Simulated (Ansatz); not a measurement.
**Nudged elastic band run: CH₈BFSi₂**

Input file:

```yaml
crystal:
  periodic: [false, false, false]
  atoms:
    - { symbol: B, position_ang: [-1.528935, 0.864949, 0.020788] }
    - { symbol: Si, position_ang: [-0.92042, -0.711669, 1.144533] }
    - { symbol: Si, position_ang: [1.17564, -0.963208, 0.104759] }
    - { symbol: C, position_ang: [1.068679, 0.595283, -1.020787] }
    - { symbol: F, position_ang: [-0.32255, 0.808173, -1.326081] }
    - { symbol: H, position_ang: [-1.252779, 1.956665, 0.471408] }
    - { symbol: H, position_ang: [-2.522144, 0.773911, -0.660354] }
    - { symbol: H, position_ang: [-1.676944, -1.998741, 1.032433] }
    - { symbol: H, position_ang: [-0.706456, -0.418533, 2.597907] }
    - { symbol: H, position_ang: [2.410491, -0.810398, 0.934446] }
    - { symbol: H, position_ang: [1.330666, -2.164367, -0.773287] }
    - { symbol: H, position_ang: [1.406743, 1.509071, -0.509059] }
    - { symbol: H, position_ang: [1.558607, 0.524065, -2.001705] }
basis:
  gaussian: { orbitals: def2-SVP }
hamiltonian:
  xc: pbe0
neb:
  order_check: false
  images: 8
  f_tol: 0.05
  max_iterations: 60
  climbing: false
  final_atoms:
    - { symbol: B, position_ang: [-2.62354002, -0.14394232, 0.67903808] }
    - { symbol: Si, position_ang: [-0.80556188, 0.40933496, 0.63592813] }
    - { symbol: Si, position_ang: [0.93818487, -0.77717236, -0.39253303] }
    - { symbol: C, position_ang: [2.04439111, 0.65593053, -1.00780792] }
    - { symbol: F, position_ang: [1.21199138, 1.7147405, -1.34419859] }
    - { symbol: H, position_ang: [-3.3991632, 0.43632774, 1.39761131] }
    - { symbol: H, position_ang: [-2.96386896, -1.01059226, -0.08816084] }
    - { symbol: H, position_ang: [-1.66018326, -0.73346734, 1.51856227] }
    - { symbol: H, position_ang: [-0.24801327, 1.28856445, 1.71253965] }
    - { symbol: H, position_ang: [1.71602406, -1.65516252, 0.53618689] }
    - { symbol: H, position_ang: [0.4241402, -1.5948429, -1.53129589] }
    - { symbol: H, position_ang: [2.73417567, 0.9871197, -0.21227972] }
    - { symbol: H, position_ang: [2.65202132, 0.38836281, -1.88858935] }
  initial_path:
    images:
      - { positions_ang: [[-1.528935, 0.864949, 0.020788], [-0.92042, -0.711669, 1.144533], [1.17564, -0.963208, 0.104759], [1.068679, 0.595283, -1.020787], [-0.32255, 0.808173, -1.326081], [-1.252779, 1.956665, 0.471408], [-2.522144, 0.773911, -0.660354], [-1.676944, -1.998741, 1.032433], [-0.706456, -0.418533, 2.597907], [2.410491, -0.810398, 0.934446], [1.330666, -2.164367, -0.773287], [1.406743, 1.509071, -0.509059], [1.558607, 0.524065, -2.001705]] }
      - { positions_ang: [[-1.65657262, 0.71654195, 0.11432986], [-0.84369684, -0.64352548, 1.18989284], [1.13381889, -0.94281891, 0.04686462], [1.1849486, 0.61977108, -1.02837308], [-0.15315722, 0.89017522, -1.42325184], [-1.66684019, 1.64524134, 0.59962158], [-2.43672748, 0.67377979, -0.679405], [-1.71831633, -1.78620216, 1.05964735], [-0.56706166, -0.17960871, 2.53400988], [2.36278115, -0.94550203, 0.854699], [1.14752306, -2.0950815, -0.84370562], [1.51222153, 1.49761303, -0.46108515], [1.7216771, 0.51481739, -1.94824344]] }
      - { positions_ang: [[-1.78421023, 0.5681349, 0.20787171], [-0.76697367, -0.57538196, 1.23525269], [1.09199777, -0.92242982, -0.01102977], [1.3012182, 0.64425916, -1.03595915], [0.01623555, 0.97217744, -1.52042267], [-2.08090138, 1.33381768, 0.72783517], [-2.35131097, 0.57364858, -0.698456], [-1.75968865, -1.57366331, 1.08686169], [-0.42766733, 0.05931557, 2.47011276], [2.31507131, -1.08060607, 0.77495199], [0.96438012, -2.02579599, -0.91412423], [1.61770007, 1.48615506, -0.41311129], [1.8847472, 0.50556977, -1.89478189]] }
      - { positions_ang: [[-1.91184785, 0.41972785, 0.30141357], [-0.69025051, -0.50723845, 1.28061253], [1.05017666, -0.90204073, -0.06892415], [1.4174878, 0.66874724, -1.04354523], [0.18562833, 1.05417965, -1.61759351], [-2.49496257, 1.02239401, 0.85604875], [-2.26589445, 0.47351737, -0.71750701], [-1.80106098, -1.36112447, 1.11407604], [-0.28827299, 0.29823986, 2.40621564], [2.26736146, -1.2157101, 0.69520499], [0.78123718, -1.95651049, -0.98454285], [1.7231786, 1.47469709, -0.36513744], [2.0478173, 0.49632216, -1.84132033]] }
      - { positions_ang: [[-2.03948546, 0.2713208, 0.39495542], [-0.61352735, -0.43909493, 1.32597238], [1.00835554, -0.88165164, -0.12681853], [1.53375741, 0.69323532, -1.0511313], [0.35502111, 1.13618187, -1.71476435], [-2.90902375, 0.71097035, 0.98426234], [-2.18047793, 0.37338616, -0.73655801], [-1.84243331, -1.14858562, 1.14129038], [-0.14887866, 0.53716414, 2.34231852], [2.21965162, -1.35081414, 0.61545799], [0.59809424, -1.88722498, -1.05496147], [1.82865714, 1.46323912, -0.31716359], [2.21088741, 0.48707455, -1.78785878]] }
      - { positions_ang: [[-2.16110824, 0.15922177, 0.46809432], [-0.60076533, -0.31453893, 1.26946072], [0.98197164, -0.86098101, -0.1820732], [1.64216986, 0.69997394, -1.04968918], [0.5255257, 1.23691159, -1.71677741], [-3.14751089, 0.54204399, 1.08717382], [-2.22955848, 0.17510802, -0.67298099], [-1.840571, -1.00799966, 1.19530475], [-0.09794058, 0.72684164, 2.24394437], [2.14248863, -1.44467686, 0.57120697], [0.49736915, -1.82394453, -1.13918468], [1.97614965, 1.40524454, -0.28418811], [2.33237789, 0.47199653, -1.77529037]] }
      - { positions_ang: [[-2.27671619, 0.08343074, 0.52083026], [-0.65196447, -0.13357046, 1.11107758], [0.97102495, -0.84002885, -0.23468816], [1.74272517, 0.68896308, -1.03921887], [0.69714212, 1.35636882, -1.62363271], [-3.21042397, 0.51561493, 1.16478319], [-2.4131361, -0.12131705, -0.52677595], [-1.79547407, -0.93936658, 1.27611913], [-0.13545875, 0.86727234, 2.11109319], [2.03587248, -1.49729828, 0.56245195], [0.47906191, -1.76666912, -1.23721248], [2.16565616, 1.30071333, -0.26621101], [2.41228874, 0.4510881, -1.80361512]] }
      - { positions_ang: [[-2.39232413, 0.00763972, 0.5735662], [-0.70316361, 0.04739801, 0.95269443], [0.96007826, -0.81907668, -0.28730311], [1.84328049, 0.67795223, -1.02874855], [0.86875854, 1.47582604, -1.530488], [-3.27333705, 0.48918587, 1.24239257], [-2.59671372, -0.41774212, -0.38057092], [-1.75037713, -0.8707335, 1.35693351], [-0.17297692, 1.00770304, 1.97824201], [1.92925634, -1.54991969, 0.55369693], [0.46075467, -1.70939371, -1.33524028], [2.35516266, 1.19618212, -0.24823392], [2.4921996, 0.43017967, -1.83193986]] }
      - { positions_ang: [[-2.50793208, -0.0681513, 0.62630214], [-0.75436275, 0.22836648, 0.79431128], [0.94913156, -0.79812452, -0.33991807], [1.9438358, 0.66694138, -1.01827824], [1.04037496, 1.59528327, -1.4373433], [-3.33625012, 0.46275681, 1.32000194], [-2.78029134, -0.71416719, -0.23436588], [-1.7052802, -0.80210042, 1.43774789], [-0.2104951, 1.14813375, 1.84539083], [1.8226402, -1.60254111, 0.54494191], [0.44244744, -1.6521183, -1.43326809], [2.54466916, 1.09165091, -0.23025682], [2.57211046, 0.40927124, -1.8602646]] }
      - { positions_ang: [[-2.62354002, -0.14394232, 0.67903808], [-0.80556188, 0.40933496, 0.63592813], [0.93818487, -0.77717236, -0.39253303], [2.04439111, 0.65593053, -1.00780792], [1.21199138, 1.7147405, -1.34419859], [-3.3991632, 0.43632774, 1.39761131], [-2.96386896, -1.01059226, -0.08816084], [-1.66018326, -0.73346734, 1.51856227], [-0.24801327, 1.28856445, 1.71253965], [1.71602406, -1.65516252, 0.53618689], [0.4241402, -1.5948429, -1.53129589], [2.73417567, 0.9871197, -0.21227972], [2.65202132, 0.38836281, -1.88858935]] }
```

Command:

```bash
$ ansatz run input.yaml --threads 2 --pin off --max-ram 3072MiB --backend cpu --events-out ev --progress --plain --runs-dir out
```

Output, in part (warnings, iteration lines, the closing report on the highest movable image, with atoms numbered from 0):

```
NEB end point (image 0): max|allowed force component| = 1.178e-2 eV/Å (the criterion of neb.relax_end_points is 1.000e-2)
NEB end point (image 9): max|allowed force component| = 1.623e-2 eV/Å (the criterion of neb.relax_end_points is 1.000e-2)
NEB iter   1: max|band force component| = 7.949e0 eV/Å  barrier→ = 2.6706 eV  barrier← = 2.3694 eV  Δτ_max = 0.2000 Å  (255 SCF iters)
NEB iter   2: max|band force component| = 2.598e0 eV/Å  barrier→ = 1.0618 eV  barrier← = 0.7607 eV  Δτ_max = 0.1991 Å  (222 SCF iters)
NEB iter   3: max|band force component| = 9.409e-1 eV/Å  barrier→ = 0.6713 eV  barrier← = 0.3702 eV  Δτ_max = 0.1989 Å  (224 SCF iters)
NEB iter   4: max|band force component| = 6.290e-1 eV/Å  barrier→ = 0.5455 eV  barrier← = 0.2444 eV  Δτ_max = 0.1991 Å  (230 SCF iters)
NEB iter   5: max|band force component| = 2.753e-1 eV/Å  barrier→ = 0.4975 eV  barrier← = 0.1963 eV  Δτ_max = 0.1986 Å  (226 SCF iters)
NEB iter   6: max|band force component| = 2.540e-1 eV/Å  barrier→ = 0.4541 eV  barrier← = 0.1530 eV  Δτ_max = 0.1993 Å  (228 SCF iters)
NEB iter   7: max|band force component| = 3.054e-1 eV/Å  barrier→ = 0.4370 eV  barrier← = 0.1359 eV  Δτ_max = 0.1007 Å  (222 SCF iters)
NEB iter   8: max|band force component| = 2.784e-1 eV/Å  barrier→ = 0.4116 eV  barrier← = 0.1105 eV  Δτ_max = 0.1015 Å  (229 SCF iters)
NEB iter   9: max|band force component| = 2.538e-1 eV/Å  barrier→ = 0.3908 eV  barrier← = 0.0896 eV  Δτ_max = 0.0999 Å  (231 SCF iters)
NEB iter  10: max|band force component| = 1.650e-1 eV/Å  barrier→ = 0.3788 eV  barrier← = 0.0777 eV  Δτ_max = 0.1009 Å  (229 SCF iters)
NEB iter  11: max|band force component| = 2.688e-1 eV/Å  barrier→ = 0.4016 eV  barrier← = 0.1004 eV  Δτ_max = 0.0503 Å  (228 SCF iters)
NEB iter  12: max|band force component| = 1.095e-1 eV/Å  barrier→ = 0.4129 eV  barrier← = 0.1118 eV  Δτ_max = 0.0502 Å  (215 SCF iters)
NEB iter  13: max|band force component| = 8.628e-2 eV/Å  barrier→ = 0.4251 eV  barrier← = 0.1240 eV  Δτ_max = 0.0502 Å  (220 SCF iters)
NEB iter  14: max|band force component| = 6.704e-2 eV/Å  barrier→ = 0.4352 eV  barrier← = 0.1341 eV  Δτ_max = 0.0502 Å  (210 SCF iters)
NEB iter  15: max|band force component| = 7.018e-2 eV/Å  barrier→ = 0.4441 eV  barrier← = 0.1430 eV  Δτ_max = 0.0502 Å  (213 SCF iters)
NEB iter  16: max|band force component| = 7.905e-2 eV/Å  barrier→ = 0.4558 eV  barrier← = 0.1547 eV  Δτ_max = 0.0502 Å  (219 SCF iters)
NEB iter  17: max|band force component| = 8.215e-2 eV/Å  barrier→ = 0.4686 eV  barrier← = 0.1675 eV  Δτ_max = 0.0502 Å  (210 SCF iters)
NEB iter  18: max|band force component| = 6.559e-2 eV/Å  barrier→ = 0.4829 eV  barrier← = 0.1818 eV  Δτ_max = 0.0502 Å  (205 SCF iters)
NEB iter  19: max|band force component| = 1.588e-1 eV/Å  barrier→ = 0.4977 eV  barrier← = 0.1966 eV  Δτ_max = 0.0252 Å  (225 SCF iters)
NEB iter  20: max|band force component| = 1.246e-1 eV/Å  barrier→ = 0.5007 eV  barrier← = 0.1996 eV  Δτ_max = 0.0251 Å  (216 SCF iters)
NEB iter  21: max|band force component| = 7.366e-2 eV/Å  barrier→ = 0.5055 eV  barrier← = 0.2044 eV  Δτ_max = 0.0250 Å  (222 SCF iters)
NEB iter  22: max|band force component| = 5.675e-2 eV/Å  barrier→ = 0.5085 eV  barrier← = 0.2074 eV  Δτ_max = 0.0250 Å  (220 SCF iters)
NEB iter  23: max|band force component| = 5.572e-2 eV/Å  barrier→ = 0.5070 eV  barrier← = 0.2059 eV  Δτ_max = 0.0250 Å  (204 SCF iters)
NEB iter  24: max|band force component| = 5.164e-2 eV/Å  barrier→ = 0.5041 eV  barrier← = 0.2030 eV  Δτ_max = 0.0502 Å  (209 SCF iters)
NEB iter  25: max|band force component| = 6.049e-2 eV/Å  barrier→ = 0.4923 eV  barrier← = 0.1911 eV  Δτ_max = 0.0250 Å  (225 SCF iters)
NEB iter  26: max|band force component| = 7.491e-2 eV/Å  barrier→ = 0.4862 eV  barrier← = 0.1851 eV  Δτ_max = 0.0125 Å  (205 SCF iters)
NEB iter  27: max|band force component| = 5.978e-2 eV/Å  barrier→ = 0.4834 eV  barrier← = 0.1823 eV  Δτ_max = 0.0125 Å  (180 SCF iters)
NEB iter  28: max|band force component| = 3.379e-2 eV/Å  barrier→ = 0.4806 eV  barrier← = 0.1795 eV  Δτ_max = 0.0000 Å  (395 SCF iters)
Total energy: -20293.90884243 eV, -745.7873942537 hartree
Atom 0 at    -2.286694     0.740860     0.585596 Å, force     0.007049     0.042934    -0.019850 eV/Å
Atom 1 at    -0.757766    -0.308764     1.221976 Å, force    -0.021972    -0.064474    -0.020320 eV/Å
Atom 2 at     1.212085    -0.733110     0.008872 Å, force    -0.006488    -0.008111    -0.006245 eV/Å
Atom 3 at     1.577401     0.581323    -1.327078 Å, force     0.006339    -0.005025     0.019407 eV/Å
Atom 4 at     0.438598     0.850915    -2.056418 Å, force    -0.021095     0.001124    -0.008241 eV/Å
Atom 5 at    -3.222051     0.887397     1.337899 Å, force     0.029046     0.084813    -0.013465 eV/Å
Atom 6 at    -2.414666     0.980681    -0.589010 Å, force    -0.003274     0.019258    -0.010592 eV/Å
Atom 7 at    -1.729298    -1.402431     0.763123 Å, force     0.041010    -0.106743     0.059843 eV/Å
Atom 8 at    -0.567635    -0.493339     2.694192 Å, force    -0.008125     0.006073    -0.004192 eV/Å
Atom 9 at     2.398724    -0.802469     0.920893 Å, force    -0.008747     0.006831    -0.000209 eV/Å
Atom 10 at     1.054812    -2.062158    -0.657243 Å, force     0.024404    -0.005980    -0.015520 eV/Å
Atom 11 at     1.954635     1.516994    -0.877304 Å, force    -0.038023     0.008663     0.012507 eV/Å
Atom 12 at     2.362453     0.209302    -2.010497 Å, force    -0.000125     0.020635     0.006878 eV/Å
Dipole moment:     0.342810     0.051081     0.120485 e Å
```

It converged. No image climbed, so the highest image needn't sit at the top of the path.

Final band:

| image | path coordinate (Å) | energy (kJ/mol) |
| --- | --- | --- |
| 0 | 0.00 | 0.0 |
| 1 | 1.03 | 4.9 |
| 2 | 2.07 | 19.0 |
| 3 | 3.10 | 30.3 |
| 4 | 4.13 | 46.4 |
| 5 | 5.15 | 35.9 |
| 6 | 6.17 | 35.3 |
| 7 | 7.19 | 33.5 |
| 8 | 8.21 | 30.9 |
| 9 | 9.22 | 29.1 |

Run time: 9.7 min on 2 threads of Intel(R) Xeon(R) Platinum 8488C (Sapphire Rapids) (shared host), peak memory 0.3 GiB.
